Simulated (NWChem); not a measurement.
System: VNH2OF2; SMILES [V]([F])(=[NH])([F])[OH]

```xyz
7

V      0.0244     0.0000     0.0345
N     -0.0238    -0.0001    -1.5536
H      0.0641     0.0001    -2.5691
F      0.8501    -1.4146     0.5597
F      0.8451     1.4177     0.5597
O     -1.6085    -0.0029     0.6248
H     -2.3845    -0.0046     0.0528
```
Atoms are numbered in this order, from 1.

Program: NWChem. Geometry: optimised at PBE0/def2-SVP. Vzz is the largest principal value of the second derivative of the potential at the nucleus (NWChem prints the opposite sign); η is the asymmetry. Non-relativistic.

Estimate the computed values for B3LYP/def2-TZVP. Quantities: Vzz V1 (a.u.); η V1; Vzz N2 (a.u.); η N2; Vzz O6 (a.u.); η O6.


```yaml
Vzz V1 (a.u.): -0.233
"η V1": 0.40
Vzz N2 (a.u.): -0.112
"η N2": 0.83
Vzz O6 (a.u.): 1.056
"η O6": 0.13
```
